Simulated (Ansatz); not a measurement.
Z-matrix (Å, degrees):
```
C
C 1 1.533
H 1 1.094 2 111.8
H 1 1.095 2 112.4 3 -120.4
H 1 1.094 2 111.5 3 119.3
Al 2 1.953 1 115.4 3 -61.8
Ge 2 1.967 1 110.3 3 174.6
H 2 1.098 1 110.7 3 60.6
H 6 1.590 2 119.6 1 -17.4
H 6 1.589 2 119.9 1 164.0
H 7 1.540 2 111.4 1 -170.7
H 7 1.545 2 110.3 1 69.2
H 7 1.542 2 109.9 1 -49.5
```

Total charge 0; spin multiplicity 1.

**Question.** List the PBE0/def2-TZVPP orbital energies in eV (Ansatz 0.2.0). (An estimate is asked.)

**Answer.** The calculation gave: Occupied: -10859.73, -1527.54, -1358.01, -1207.82, -1207.82, -1207.81, -278.19, -278.07, -170.73, -120.52, -120.52, -120.51, -113.45, -73.59, -73.35, -73.34, -33.37, -33.36, -33.35, -33.29, -33.29, -21.16, -17.33, -14.86, -12.43, -11.91, -11.06, -10.50, -9.67, -9.33, -8.65, -8.37, -7.48. Lowest empty: -1.47, 0.36, 1.16, 1.46, 1.60, 1.64, 1.91, 2.14.
